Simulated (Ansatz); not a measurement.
Gas-phase electronic energies from Ansatz, PBE0-D4/def2-TZVP geometries. CCSD(T)/CBS is the MP2 limit (def2-TZVPP, def2-QZVPP) plus CCSD(T) − MP2 in def2-TZVPP, frozen cores. Functionals use def2-TZVPP. For Ge outer-core shells are correlated without core-valence functions, which leaves a few kJ/mol of doubt a bond. Scalar relativity is left out up to krypton. Each species was taken in one conformer, which may not be the lowest.

Reaction (redistribution): `O[SiH](O)[O][GeH3]` + `CN([SiH2]O)[SiH2]F` → `C[N]([GeH3])[SiH2]O` + `O[SiH](O)O[SiH2]F`

`O[SiH](O)[O][GeH3]`:

Z-matrix (Å, degrees):
```
Si
O 1 1.637
O 1 1.627 2 107.4
O 1 1.634 2 108.4 3 123.0
H 1 1.476 2 112.6 3 -121.2
H 2 0.958 1 116.4 3 24.0
Ge 3 1.780 1 133.5 2 168.5
H 4 0.959 1 117.3 2 -37.6
H 7 1.537 3 108.8 1 40.2
H 7 1.536 3 108.0 1 -80.7
H 7 1.533 3 105.4 1 160.0
```

`CN([SiH2]O)[SiH2]F`:

```xyz
14

C    -0.485   -0.658    1.362
N     0.042    0.154    0.259
Si    1.201   -0.603   -0.774
O     0.612   -1.908   -1.582
Si   -0.646    1.693   -0.014
F    -2.082    1.595   -0.724
H     0.313   -1.252    1.815
H    -1.269   -1.344    1.028
H    -0.905   -0.019    2.144
H     2.289   -1.173    0.052
H     1.673    0.451   -1.706
H    -0.078   -1.758   -2.230
H    -0.893    2.354    1.288
H     0.228    2.468   -0.919
```

`C[N]([GeH3])[SiH2]O`:

Z-matrix (Å, degrees):
```
C
N 1 1.455
H 1 1.096 2 111.3
H 1 1.094 2 110.4 3 -118.7
H 1 1.098 2 112.8 3 120.9
Ge 2 1.845 1 115.3 3 -53.4
Si 2 1.711 1 121.1 3 136.8
H 6 1.533 2 107.9 1 179.0
H 6 1.541 2 107.9 1 58.3
H 6 1.542 2 109.9 1 -60.0
O 7 1.650 2 116.7 1 88.3
H 7 1.479 2 108.5 1 -155.5
H 7 1.490 2 106.0 1 -33.2
H 11 0.958 7 118.0 2 -71.7
```

`O[SiH](O)O[SiH2]F`:

Cartesian coordinates in Å:
```
O -0.028 -1.899 -1.524
Si -0.649 -0.874 -0.421
O -1.492 0.362 -1.088
O 0.533 -0.144 0.421
Si 1.025 1.156 1.253
F 2.033 0.658 2.380
H 0.647 -1.577 -2.124
H -1.489 -1.712 0.450
H -2.242 0.146 -1.644
H 1.775 2.071 0.366
H -0.112 1.814 1.931
```

```
         level  ΔE (kJ/mol)
       ωB97X-V        -16.4
 HF/def2-TZVPP        -22.3
MP2/def2-TZVPP        -21.6
 HF/def2-QZVPP        -22.6
```

What does CCSD(T)/CBS give? (Estimate.)

The calculation gave: -22.0 kJ/mol. The listed levels differ from it by 5.6, -0.3, 0.4, -0.6 kJ/mol.

Largest T1 diagnostic among the species: 0.012.
